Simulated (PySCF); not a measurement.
Below is a simulated gas-phase Si 2p photoelectron spectrum of `C[Si@@H]1[SiH2][SiH2][Si@@H]1Cl`.

Every computed line was given a Gaussian of 0.8 eV full width at half maximum and an area set by the number of equivalent atoms (split 2:1 within a doublet); the highest printed point is 100. Computed with PySCF 2.14.0, delta-SCF UKS SCAN, pcX-2 on the ionised atom, pcseg-1 elsewhere, spin-free X2C.

binding energy (eV), intensity and a bar:
```
    104.9          0 
    105.0          1 
    105.1          1 
    105.2          3 #
    105.3          6 ##
    105.4         12 ####
    105.5         21 ######
    105.6         33 ##########
    105.7         47 ##############
    105.8         63 ###################
    105.9         78 #######################
    106.0         90 ###########################
    106.1         97 #############################
    106.2        100 ##############################
    106.3         99 ##############################
    106.4         97 #############################
    106.5         94 ############################
    106.6         91 ###########################
    106.7         87 ##########################
    106.8         81 ########################
    106.9         73 ######################
    107.0         63 ###################
    107.1         52 ################
    107.2         42 #############
    107.3         33 ##########
    107.4         27 ########
    107.5         21 ######
    107.6         17 #####
    107.7         13 ####
    107.8          9 ###
    107.9          6 ##
    108.0          4 #
    108.1          2 #
    108.2          1 
    108.3          1 
    108.4          0 
    108.5          0 
    108.6          0
```

Question: Count the maxima, the lines and the sites behind this envelope.

Answer: The curve has 1 maximum (at 106.2 eV). Under it lie 8 lines from 4 inequivalent silicon sites, each drawn as a 2p3/2, 2p1/2 pair. At this width some lines have no maximum of their own.

Question: Decompose the envelope and assign each component. Numbering: `[CH3:1][Si@@H:2]1[SiH2:3][SiH2:4][Si@@H:5]1[Cl:6]`.

Answer: 
```tsv
position (eV)	relative area	line	atoms	environment
106.04	0.67	Si 2p3/2	Si2	SiH silicon
106.06	0.67	Si 2p3/2	Si3	SiH2 silicon
106.13	0.67	Si 2p3/2	Si4	SiH2 silicon
106.66	0.33	Si 2p1/2	Si2	SiH silicon
106.68	0.33	Si 2p1/2	Si3	SiH2 silicon
106.76	0.33	Si 2p1/2	Si4	SiH2 silicon
106.83	0.67	Si 2p3/2	Si5	chlorine-bound silicon
107.46	0.33	Si 2p1/2	Si5	chlorine-bound silicon
```

Question: What are the centre and the root-mean-square width of the whole band?

Answer: The area-weighted mean of the lines is 106.47 eV. Their own spread about it is 0.44 eV (rms) and each Gaussian has σ = 0.8/2.355 = 0.34 eV; the variances add, which gives 0.56 eV.

The listed Si 2p3/2 values span 0.79 eV, from Si2 (bonded to C, H and 2 Si) to Si5 (bonded to Cl, H and 2 Si). The widest gap between neighbouring values is 0.70 eV, between 106.13 and 106.83 eV. The values 106.04 and 106.06 eV lie too close for their order to be trusted.

The curve has no shake-up lines and no vibrational structure. The 2p values add to the ΔSCF energy of one spin-free hole a correction within the shell (spin–orbit coupling, ligand field). 2p1/2 minus 2p3/2 (ligand field included): Si 0.62 eV. Geometry: PBE0-D3(BJ)/def2-SVP; no solvent, vibrations or thermal averaging.
